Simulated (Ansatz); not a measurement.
Cl$_{3}$Si, doublet, geometry from GFN2-xTB. Base run: Ansatz (a quantum-chemistry and plane-wave program) with CCSD(T)/6-311G**.

Ansatz was given this input:
Ansatz 0.2 input:
```yaml
crystal:
  periodic: [false, false, false]
  atoms:
    - {symbol: Si, position_ang: [0.30534902, 0.30108305, 0.30322167]}
    - {symbol: Cl, position_ang: [-0.85134863, -0.87589088, 1.47732074]}
    - {symbol: Cl, position_ang: [1.47133362, -0.85554212, -0.88186222]}
    - {symbol: Cl, position_ang: [-0.87144888, 1.48348225, -0.84517049]}
basis:
  gaussian:
    orbitals: 6-311G__.json
magnetization: {spin_polarized: true, initial_magnetization: 1}
correlation: {method: ccsd_t}
```
The basis file holds 6-311G** in the JSON format of the Basis Set Exchange.

Variants of this job, named by their change:

```csv
change,ΔE vs base (kcal/mol),MP2 correlation (Eh),CC correlation without the perturbative part (Eh),basis functions,core-seconds (rough)
base,0.000,-0.47758,-0.51611,108,20
diis_vectors = 2,0.000,-0.47758,-0.51611,108,30
lower_state_search = off,0.000,-0.47758,-0.51611,108,20
electrons = all,-171.6,-0.75103,-0.78726,108,200
method = bccd,9.70,-0.47758,-0.51536,108,20
method = mp2,33.41,-0.47758,-,108,4
method = rpa,-10.82,-,-,108,5
method = ccsd,9.24,-0.47758,-0.51611,108,20
"fitting = cc-pVTZ-JKFIT (mean field), cc-pVTZ-RIFIT (correlation)",0.092,-0.47752,-0.51612,108,20
reference functional = pbe0,6.82,-,-0.53109,108,30
```
